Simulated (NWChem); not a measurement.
# TiHSF$_{3}$; SMILES [F][Ti]([F])([F])[SH]

```xyz
6

Ti     0.0281    -0.3602     0.0002
F     -0.8186    -0.9429     1.3905
F      1.6804    -0.8456     0.0071
F     -0.8062    -0.9444    -1.3970
S      0.0140     1.9132    -0.0006
H     -1.3423     1.9087    -0.0008
```
Atoms are numbered in this order, from 1.

All runs: NWChem. Coordinates come from a PBE0/def2-SVP optimisation. B3LYP is NWChem's, with the RPA form of VWN correlation.

Q: What does the run give for B3LYP/3-21G? Quantities: highest occupied level (eV); orbital gap (eV); dipole (D).

A: 
```
Property                     Value
---------------------------  -----
highest occupied level (eV)  -7.95
orbital gap (eV)              4.85
dipole (D)                    1.36
```
